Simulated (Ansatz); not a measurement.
Mulliken charges of `C[CH2][SnH2]` radical from ωB97M-V/def2-TZVPP in Ansatz (PBE0-D4/def2-TZVP geometry).

```json
{"atom": "C1", "x (Å)": "-0.918", "y (Å)": "0.440", "z (Å)": "-0.615", "charge (e)": "-0.319"}
{"atom": "C2", "x (Å)": "-0.147", "y (Å)": "-0.812", "z (Å)": "-0.222", "charge (e)": "-0.437"}
{"atom": "Sn3", "x (Å)": "1.532", "y (Å)": "-0.345", "z (Å)": "1.068", "charge (e)": "0.358"}
{"atom": "H4", "x (Å)": "-1.764", "y (Å)": "0.193", "z (Å)": "-1.267", "charge (e)": "0.109"}
{"atom": "H5", "x (Å)": "-0.289", "y (Å)": "1.151", "z (Å)": "-1.156", "charge (e)": "0.114"}
{"atom": "H6", "x (Å)": "-1.322", "y (Å)": "0.958", "z (Å)": "0.258", "charge (e)": "0.114"}
{"atom": "H7", "x (Å)": "0.250", "y (Å)": "-1.329", "z (Å)": "-1.098", "charge (e)": "0.132"}
{"atom": "H8", "x (Å)": "-0.781", "y (Å)": "-1.521", "z (Å)": "0.314", "charge (e)": "0.132"}
{"atom": "H9", "x (Å)": "0.944", "y (Å)": "0.459", "z (Å)": "2.478", "charge (e)": "-0.102"}
{"atom": "H10", "x (Å)": "2.578", "y (Å)": "0.755", "z (Å)": "0.245", "charge (e)": "-0.102"}
```

By hand: the dipole of these point charges (1 e Å = 4.8032 D).

Σ q r = (0.100, -0.148, 0.054) e Å, of length 0.187 e Å = 0.90 D.

How does the dipole of the full density compare? (Best estimate.)

Ansatz gave: (-0.134, -0.118, -0.114) e Å, 1.02 D; the point charges give 0.88 times that, at 93° from its direction.

Point charges leave out the atoms' own dipoles, such as those of lone pairs, and Mulliken's split depends on the basis, so the two needn't agree.
